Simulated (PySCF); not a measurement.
State search for ZnP

Unrestricted PBE0; Zn x2c-TZVPPall, P x2c-TZVPPall; spin-free X2C with a Gaussian nucleus (PySCF 2.14). Outer shells of the fragments: Zn 3d10 4s2; P 3s2 3p3.

Followed along the bond (rough minima from three points):

```json
{"2Ms+1": "4", "unpaired": "σ ↑, π ↑↑", "⟨S²⟩ at the start": "3.76", "R at minimum (Å)": "2.44", "Te (eV)": "0.00"}
{"2Ms+1": "2", "unpaired": "σ ↓, π ↑↑", "⟨S²⟩ at the start": "1.76", "R at minimum (Å)": "2.38", "Te (eV)": "0.27"}
{"2Ms+1": "2", "unpaired": "π ↑", "⟨S²⟩ at the start": "0.77", "R at minimum (Å)": "2.18", "Te (eV)": "0.44"}
{"2Ms+1": "2", "unpaired": "σ ↑, π ↑↓", "⟨S²⟩ at the start": "1.77", "R at minimum (Å)": "2.40", "Te (eV)": "0.46"}
{"2Ms+1": "2", "unpaired": "σ ↑", "⟨S²⟩ at the start": "0.76", "R at minimum (Å)": "2.37", "Te (eV)": "1.61"}
```

Solutions found at the starting distance of 2.255 Å, counted from the lowest of them; the search is not exhaustive and high or unbound solutions are not listed, so other states can lie among these:

```csv
2Ms+1,unpaired,term,E (eV),⟨S²⟩,⟨Lz²⟩,μ (D)
4,"σ ↑, π ↑↑",⁴Σ⁻,0.00,3.76,0.00,-0.69
2,"σ ↓, π ↑↑",mixed,0.24,1.76,0.00,-0.84
2,π ↑,²Π,0.39,0.77,1.02,-3.92
2,"σ ↑, π ↑↓",mixed,0.44,1.77,2.03,-0.76
2,σ ↑,mixed,1.57,0.76,2.01,-0.71
4,"σ ↑↑, π ↑",⁴Π,2.39,3.76,1.02,-2.21
2,π ↑,²Π,3.55,0.76,1.01,4.17
4,π ↑↑↑,⁴Π,3.63,3.77,1.00,-0.90
4,π ↑↑↑,⁴Π,9.55,3.76,1.00,-0.40
4,"π ↑↑, δ ↑",⁴Δ,9.69,3.76,4.00,-0.60
```

A term symbol is given only where ⟨S²⟩ and ⟨Lz²⟩ are close to those of a pure state; real π, δ and φ orbitals otherwise mix terms. A positive dipole means Zn(−)P(+).

Counting both spins, an empty level lies below a filled one in some of these solutions, because spin and occupation are held.
